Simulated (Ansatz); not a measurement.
`[AlH2][SiH2][ZnH]` + CH₃OH → `CO[SiH2][AlH2]` + `[ZnH2]` at 400 K and 1 bar (cleavage of the Si–Zn bond).

Computed with Ansatz on PBE0-D4/def2-TZVP structures; ΔE is electronic, products minus reactants. CCSD(T)/CBS is the MP2 limit (def2-TZVPP, def2-QZVPP) plus CCSD(T) − MP2 in def2-TZVPP, frozen cores. This one scheme is used for every species. For Zn outer-core shells are correlated without core-valence functions, which leaves a few kJ/mol of doubt a bond. Scalar relativity is left out up to krypton. Each species was taken in one conformer, which may not be the lowest.

| species | CCSD(T)/CBS energy (Eh) | H − E (kJ/mol) | S (J/(mol·K)) |
| --- | --- | --- | --- |
| `[AlH2][SiH2][ZnH]` | -2312.44185 | 127.3 | 386.7 |
| CH₃OH | -115.61712 | 151.2 | 252.6 |
| `CO[SiH2][AlH2]` | -648.52635 | 225.7 | 400.8 |
| `[ZnH2]` | -1779.54550 | 43.9 | 212.3 |

H − E and S are ideal-gas, rigid-rotor, harmonic terms from PBE0-D4/def2-TZVP, for one conformer and one mirror image of each species. 1 Eh = 2625.50 kJ/mol, R = 8.31446 J/(mol·K).

Problem. By hand: ΔE, ΔH, ΔS and ΔG.

Solution. ΔE = (-648.52635) + (-1779.54550) − (-2312.44185) − (-115.61712) = -0.01288 Eh = -33.8 kJ/mol. Δ(H − E) = 225.7 + 43.9 − 127.3 − 151.2 = -8.9, so ΔH = -42.7 kJ/mol. ΔS = 400.8 + 212.3 − 386.7 − 252.6 = -26.2 J/(mol·K). ΔG = -42.7 − 400 × (-26.2)/1000 = -32.2 kJ/mol.

Problem. By hand: the equilibrium constant, and the temperature at which ΔG would vanish if ΔH and ΔS stayed fixed.

Solution. log₁₀ K = −ΔG/(RT ln 10) = 4.2. ΔG = 0 at ΔH/ΔS = 1630 K.

ΔH outweighs TΔS. A doubt of 5 kJ/mol in ΔE shifts log₁₀ K by 0.7 here. Other conformers and mirror images would add mixing entropy, several J/(mol·K) or more a flexible species. These are equilibria of isolated gas molecules and say nothing of rates. Largest T1 diagnostic: 0.016 (customary marks: 0.02 for closed shells, 0.045 for open ones).
